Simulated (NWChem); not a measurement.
Program: NWChem. System: H₄PSi, charge 0, spin multiplicity 2, at a geometry optimised with UPBE0/def2-SVP. The structure started from a generated list of species. Its SCF solution wasn't tested for a lower state. Level: UHF/def2-TZVP.

The NWChem input:

```
start mol
memory heap 200 mb stack 900 mb global 1100 mb
geometry units angstroms nocenter noautoz noautosym
  Si    -0.988620    -0.348077     0.084876
  P      1.104090     0.485529    -0.114167
  H     -1.190416    -0.943966     1.443295
  H     -1.979402     0.750874    -0.114544
  H     -1.229749    -1.411686    -0.940716
  H      1.678893    -0.805080     0.136209
end
basis spherical
  * library def2-tzvp
end
scf
  uhf
  nopen 1
  maxiter 100
  thresh 1e-7
  semidirect memsize 60000000 filesize 0
  # guess.movecs holds the orbitals of an unrestricted PBE0 run
  vectors input guess.movecs output mol.movecs
end
task scf energy
```

Output (cleaned and shortened):

```
             Northwest Computational Chemistry Package (NWChem) 7.3.0
             --------------------------------------------------------

                                NWChem Input Module
                                -------------------

 Scaling coordinates for geometry "geometry" by  1.889725989
 (inverse scale =  0.529177249)

                             Geometry "geometry" -> ""
                             -------------------------

 Output coordinates in angstroms (scale by  1.889725989 to convert to a.u.)

  No.       Tag          Charge          X              Y              Z
 ---- ---------------- ---------- -------------- -------------- --------------
    1 Si                  14.0000    -0.98862000    -0.34807700     0.08487600
    2 P                   15.0000     1.10409000     0.48552900    -0.11416700
    3 H                    1.0000    -1.19041600    -0.94396600     1.44329500
    4 H                    1.0000    -1.97940200     0.75087400    -0.11454400
    5 H                    1.0000    -1.22974900    -1.41168600    -0.94071600
    6 H                    1.0000     1.67889300    -0.80508000     0.13620900

 Effective nuclear repulsion energy (a.u.)      81.0436831551

            Nuclear Dipole moment (a.u.)
            ----------------------------
        X                 Y               Z
 ---------------- ---------------- ----------------
    -0.0000075589    -0.0000018897     0.0000056692


 Summary of "ao basis" -> "" (spherical)
 ------------------------------------------------------------------------------
       Tag                 Description            Shells   Functions and Types
 ---------------- ------------------------------  ------  ---------------------
 *                         def2-tzvp                  on all atoms

 Summary of "ao basis" -> "ao basis" (spherical)
 ------------------------------------------------------------------------------
       Tag                 Description            Shells   Functions and Types
 ---------------- ------------------------------  ------  ---------------------
 Si                        def2-tzvp                13       37   5s5p2d1f
 P                         def2-tzvp                13       37   5s5p2d1f
 H                         def2-tzvp                 4        6   3s1p

                                 NWChem SCF Module
                                 -----------------

  ao basis        = "ao basis"
  functions       =    98
  atoms           =     6
  alpha electrons =    17
  beta  electrons =    16
  charge          =   0.00
  wavefunction    = UHF
  use symmetry    = F
  symmetry adapt  = F

 Summary of "ao basis" -> "ao basis" (spherical)
 ------------------------------------------------------------------------------
       Tag                 Description            Shells   Functions and Types
 ---------------- ------------------------------  ------  ---------------------
 Si                        def2-tzvp                13       37   5s5p2d1f
 P                         def2-tzvp                13       37   5s5p2d1f
 H                         def2-tzvp                 4        6   3s1p

 Forming initial guess at       0.1s

 Starting SCF solution at       0.1s

 ----------------------------------------------
         Quadratically convergent UHF

 Convergence threshold     :          1.000E-07
 Maximum no. of iterations :          100
 Integral*density screening:          1.000E-09
 ----------------------------------------------
[...]
              MO Center=  5.1D-02,  1.7D-01, -3.2D-02, r^2= 3.5D+00
   Bfn.  Coefficient  Atom+Function         Bfn.  Coefficient  Atom+Function
  ----- ------------  ---------------      ----- ------------  ---------------
    52     -0.214373  2 P  px                94     -0.214626  6 H  s
    15      0.207107  1 Si px                82     -0.193205  4 H  s
    53      0.184917  2 P  py                42      0.161364  2 P  s
    41      0.157606  2 P  s

 Vector   16  Occ=1.000000D+00  E=-3.777377D-01
              MO Center=  7.9D-01,  4.1D-01, -9.4D-02, r^2= 2.8D+00
   Bfn.  Coefficient  Atom+Function         Bfn.  Coefficient  Atom+Function
  ----- ------------  ---------------      ----- ------------  ---------------
    53      0.276411  2 P  py                52      0.274762  2 P  px
    41      0.241396  2 P  s                 42      0.237681  2 P  s
    56      0.214230  2 P  py                15     -0.202801  1 Si px
    55      0.186453  2 P  px

 Vector   17  Occ=0.000000D+00  E= 2.425654D-02
              MO Center=  8.3D-01,  3.7D-01, -8.7D-02, r^2= 3.2D+00
   Bfn.  Coefficient  Atom+Function         Bfn.  Coefficient  Atom+Function
  ----- ------------  ---------------      ----- ------------  ---------------
    57      0.577549  2 P  pz                20      0.272923  1 Si pz
    89      0.269266  5 H  s                 77     -0.267818  3 H  s
    54      0.248412  2 P  pz                51      0.166808  2 P  pz

 Vector   18  Occ=0.000000D+00  E= 1.213130D-01
              MO Center= -6.8D-01, -3.5D-01,  8.1D-02, r^2= 7.9D+00
   Bfn.  Coefficient  Atom+Function         Bfn.  Coefficient  Atom+Function
  ----- ------------  ---------------      ----- ------------  ---------------
    42      1.909407  2 P  s                 18     -1.729647  1 Si px
    55     -0.958951  2 P  px                 5     -0.893961  1 Si s
    56     -0.593484  2 P  py                19     -0.539439  1 Si py
    83     -0.348800  4 H  s                 95     -0.343386  6 H  s
    15     -0.232792  1 Si px                77     -0.213493  3 H  s

 Vector   19  Occ=0.000000D+00  E= 1.343764D-01
              MO Center=  4.2D-01, -2.9D-02, -7.3D-04, r^2= 6.5D+00
   Bfn.  Coefficient  Atom+Function         Bfn.  Coefficient  Atom+Function
  ----- ------------  ---------------      ----- ------------  ---------------
     5      1.804923  1 Si s                 95     -1.369236  6 H  s
    55      1.056683  2 P  px                77     -0.706624  3 H  s
    83     -0.695019  4 H  s                 89     -0.694831  5 H  s
    56     -0.662629  2 P  py                42      0.275624  2 P  s
     4      0.235627  1 Si s                  3     -0.174148  1 Si s

 center of mass
 --------------
 x =   0.11393514 y =   0.08616667 z =  -0.01900063

 moments of inertia (a.u.)
 ------------------
          65.387634289188         -93.133960896532          22.570288044736
         -93.133960896532         279.386252622411           9.807820935345
          22.570288044736           9.807820935345         318.904490029455

  Mulliken analysis of the total density
  --------------------------------------

    Atom       Charge   Shell Charges
 -----------   ------   -------------------------------------------------------
    1 Si  14    13.75   2.00  0.58  1.39  0.82  0.42  4.12  1.73  0.52  1.48  0.35  0.12  0.19  0.02
    2 P   15    15.17   2.01  0.53  1.43  1.03  0.77  4.17  1.70  0.65  1.81  0.93  0.04  0.09  0.01
    3 H    1     1.04   0.24  0.56  0.24  0.01
    4 H    1     1.05   0.24  0.56  0.23  0.01
    5 H    1     1.04   0.24  0.56  0.24  0.01
    6 H    1     0.95   0.23  0.53  0.17  0.02

  Mulliken analysis of the alpha density
  --------------------------------------

    Atom       Charge   Shell Charges
 -----------   ------   -------------------------------------------------------
    1 Si  14     6.85   1.00  0.29  0.70  0.40  0.21  2.06  0.86  0.26  0.72  0.17  0.07  0.10  0.01
    2 P   15     8.11   1.00  0.27  0.72  0.53  0.40  2.10  0.84  0.39  1.18  0.62  0.02  0.05  0.00
    3 H    1     0.53   0.12  0.29  0.12  0.00
    4 H    1     0.52   0.12  0.28  0.12  0.00
    5 H    1     0.53   0.12  0.29  0.12  0.00
    6 H    1     0.45   0.11  0.25  0.08  0.01

   Mulliken analysis of the beta density
   -------------------------------------

    Atom       Charge   Shell Charges
 -----------   ------   -------------------------------------------------------
    1 Si  14     6.90   1.00  0.29  0.70  0.41  0.21  2.06  0.86  0.26  0.75  0.18  0.06  0.08  0.01
    2 P   15     7.06   1.00  0.27  0.72  0.51  0.37  2.07  0.86  0.26  0.63  0.31  0.02  0.04  0.00
    3 H    1     0.51   0.12  0.27  0.12  0.00
    4 H    1     0.52   0.12  0.28  0.12  0.00
    5 H    1     0.51   0.12  0.27  0.12  0.00
    6 H    1     0.50   0.12  0.28  0.09  0.01

   Mulliken analysis of the spin density
   -------------------------------------

    Atom       Charge   Shell Charges
 -----------   ------   -------------------------------------------------------
    1 Si  14    -0.04  -0.00 -0.00  0.00 -0.01 -0.01 -0.00  0.00 -0.01 -0.03 -0.01  0.01  0.02  0.00
    2 P   15     1.05   0.00  0.00 -0.00  0.02  0.03  0.03 -0.02  0.13  0.54  0.31  0.00  0.01 -0.00
    3 H    1     0.02   0.00  0.01  0.00 -0.00
    4 H    1    -0.00  -0.00 -0.00 -0.00  0.00
    5 H    1     0.02   0.00  0.01  0.00 -0.00
    6 H    1    -0.04  -0.01 -0.03 -0.01  0.00

       Multipole analysis of the density wrt the origin
       ------------------------------------------------

     L   x y z        total         alpha         beta         nuclear
     -   - - -        -----         -----         ----         -------
     0   0 0 0      0.000000    -17.000000    -16.000000     33.000000

     1   1 0 0     -0.098491     -1.008830      0.910346     -0.000008
     1   0 1 0     -0.231043     -0.471143      0.240102     -0.000002
     1   0 0 1      0.048132      0.110055     -0.061929      0.000006

     2   2 0 0    -22.880356    -88.281805    -83.277960    148.679409
     2   1 1 0     -1.176392    -24.441630    -22.731659     45.996898
     2   1 0 1      0.245253      5.960399      5.610018    -11.325163
     2   0 2 0    -22.837310    -28.938102    -27.210729     33.311521
     2   0 1 1      0.135488      2.453754      2.949665     -5.267931
     2   0 0 2    -22.281027    -19.139274    -14.912291     11.770538

 Task  times  cpu:        5.6s     wall:        5.6s

 Total times  cpu:        5.7s     wall:        5.7s
```
